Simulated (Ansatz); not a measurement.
`N=[C]1[CH2][GeH]1[OH]` + H₂ → `N=[C]1[CH2][GeH2]1` + H₂O  (hydrogenolysis of a Ge–O bond)

Isolated molecules relaxed with PBE0-D4/def2-TZVP in Ansatz; ΔE leaves out vibrations. CCSD(T)/CBS is the MP2 limit (def2-TZVPP, def2-QZVPP) plus CCSD(T) − MP2 in def2-TZVPP, frozen cores. This one scheme is used for every species. DFT in def2-TZVPP. B3LYP here is the variant with VWN-RPA as its local correlation; programs differ in this. For Ge outer-core shells are correlated without core-valence functions, which leaves a few kJ/mol of doubt a bond. Scalar relativity is left out up to krypton. Each species was taken in one conformer, which may not be the lowest.

```
             level  ΔE (kJ/mol)
            PBE-D4          2.3
           PBE0-D4         -4.4
          B3LYP-D4          2.4
               PBE         -0.4
              PBE0         -6.8
     HF/def2-TZVPP         -6.8
   CCSD/def2-TZVPP         -3.6
SCS-MP2/def2-QZVPP          3.7
```

What does CCSD(T)/CBS give? (An estimate is asked.)

The calculation gave: -2.8 kJ/mol. The listed levels differ from it by 5.1, -1.6, 5.2, 2.4, -4.0, -4.0, -0.8, 6.5 kJ/mol.

Largest T1 diagnostic among the species: 0.013.

From PBE to PBE0 (25 % exact exchange), in def2-TZVPP and without D4, ΔE moves by −6.4 kJ/mol. In def2-TZVPP, CCSD(T) changes the Hartree–Fock value by +7.5 kJ/mol (the triples alone add +4.3 kJ/mol) and MP2 by +12.1 kJ/mol. The D4 term adds +4.2 kJ/mol with B3LYP and +2.4 kJ/mol with PBE0; it sums over pairs of atoms, weighted by their polarisabilities, and B3LYP, whose exchange is more repulsive, gets the larger term.
